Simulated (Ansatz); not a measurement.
Two structures of SiH3BrF2, closed shell, reached by relaxing down either side of one saddle point (PBE0-D4/def2-TZVP). Energies are electronic, without zero-point energy. Computed with Ansatz 0.2.0 (basis: def2-TZVPP and def2-QZVPP); correlated methods freeze the cores. Filled d shells of the heavier atoms are correlated. The def2 sets are not built for correlating such inner shells, so the correlated values are less sure here. Extrapolation: Hartree–Fock as exp(−7.88 √X), correlation as X^−2.97. First:

| atom | x (Å) | y (Å) | z (Å) |
| --- | --- | --- | --- |
| Si1 | -0.6221 | 0.0891 | 0.7608 |
| H2 | -1.5776 | 0.2778 | -0.3441 |
| F3 | 0.2935 | -1.1715 | 0.4289 |
| F4 | -1.4362 | -0.2607 | 2.0766 |
| H5 | 0.2518 | 1.2405 | 1.0441 |
| H6 | 1.6031 | -0.7026 | -1.6307 |
| Br7 | 1.4876 | 0.5275 | -2.3357 |

Second:

```xyz
7
angstrom
Si 0.5123 0.4539 0.8260
H -1.6259 -0.8803 -1.7195
F 0.5000 -1.1188 0.9509
F -0.9768 0.9302 0.6112
H 1.0417 1.0410 2.0609
H -1.1572 -1.4524 -1.8204
Br 1.7059 1.0264 -0.9093
```

Which bonds change from the first to the second?

SiH₂F₂ ([F][SiH2][F]) + HBr → SiHBrF₂ ([F][SiH]([F])[Br]) + H₂; bonds formed: Si1–Br7, H2–H6; bonds broken: Si1–H2, H6–Br7.

Give the saddle point's structure and its height above each. (Judge from chemistry; the value comes from the calculation.)

By the calculation: 36.99 kcal/mol above the first and 53.93 kcal/mol above the second (CCSD(T) at an estimated basis limit (MP2 extrapolated from triple and quadruple zeta, plus CCSD(T) − MP2 in triple zeta)).
Si1  (-0.078, 0.073, 0.497)
H2  (-0.947, -0.308, -0.881)
F3  (0.664, -1.185, 1.079)
F4  (-1.515, -0.038, 1.186)
H5  (0.322, 1.439, 0.813)
H6  (-0.112, -0.182, -1.264)
Br7  (1.665, 0.201, -1.431)
(Å)

No T1 diagnostic of these runs exceeds 0.011.

Labels in which every atom is bracketed show which atoms are joined, not bond orders.

For scale, one of the runs: CCSD(T)/def2-TZVPP, 194 basis functions, launched by `ansatz run in.yaml --threads 4 --pin off --events-out ev --progress --plain --max-ram 9574MiB`. Time: 88 s of wall clock on 4 CPU threads of an Arm Neoverse V1; the host was shared. Peak host memory: 2.3 GiB.
